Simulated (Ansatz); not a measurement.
Reaction (redistribution): `C[B](F)[GeH2][Cl]` + `C[SiH2]O` → `CB(F)[SiH2]O` + `[CH3][GeH2][Cl]`

Isolated molecules relaxed with PBE0-D4/def2-TZVP in Ansatz; ΔE leaves out vibrations. CCSD(T)/CBS adds triple-zeta CCSD(T) − MP2 to the extrapolated MP2 energy (def2 sets, frozen cores). This one scheme is used for every species. Functionals use def2-TZVPP. For Ge outer-core shells are correlated without core-valence functions, which leaves a few kJ/mol of doubt a bond. Scalar relativity is left out up to krypton. Each species was taken in one conformer, which may not be the lowest.

`C[B](F)[GeH2][Cl]`:

Cartesian coordinates in Å:
```
C -0.600 -1.455 -0.238
B -0.781 0.082 -0.244
F -1.936 0.632 -0.595
Ge 0.741 1.417 0.285
Cl 2.494 0.228 0.773
H -1.499 -2.001 -0.527
H 0.225 -1.731 -0.906
H -0.272 -1.788 0.754
H 1.183 2.363 -0.845
H 0.446 2.255 1.541
```

`C[SiH2]O`:

Z-matrix (Å, degrees):
```
C
Si 1 1.863
H 1 1.093 2 111.0
H 1 1.094 2 110.2 3 119.8
H 1 1.093 2 111.5 3 -120.7
O 2 1.652 1 112.6 3 57.7
H 2 1.492 1 108.9 3 -179.5
H 2 1.483 1 110.6 3 -59.4
H 6 0.957 2 117.7 1 68.6
```

`CB(F)[SiH2]O`:

Cartesian coordinates in Å:
```
C 0.670 0.376 -1.521
B 0.944 -0.089 -0.060
F 2.187 -0.436 0.277
Si -0.475 -0.253 1.403
O -1.965 0.291 0.919
H 0.168 -0.445 -2.052
H 1.577 0.624 -2.077
H -0.028 1.217 -1.556
H -0.116 0.588 2.575
H -0.550 -1.674 1.864
H -2.413 -0.201 0.230
```

`[CH3][GeH2][Cl]`:

Cartesian coordinates in Å:
```
C 1.035 0.255 -0.012
Ge -0.798 -0.381 0.029
Cl -2.089 1.344 -0.172
H 1.203 0.950 0.810
H 1.228 0.765 -0.955
H 1.723 -0.587 0.086
H -1.169 -1.040 1.365
H -1.133 -1.306 -1.151
```

| level | ΔE (kJ/mol) |
| --- | --- |
| PBE-D4 | 32.6 |
| PBE0 | 32.3 |

**Question.** What does CCSD(T)/CBS give? (Estimate.)

**Answer.** The calculation gave: +33.6 kJ/mol. The listed levels differ from it by -1.0, -1.3 kJ/mol.

Largest T1 diagnostic among the species: 0.013.

CCSD(T)/CBS has its own doubt, a few kJ/mol and more with outer-core shells, so smaller differences from it don't rank the levels.
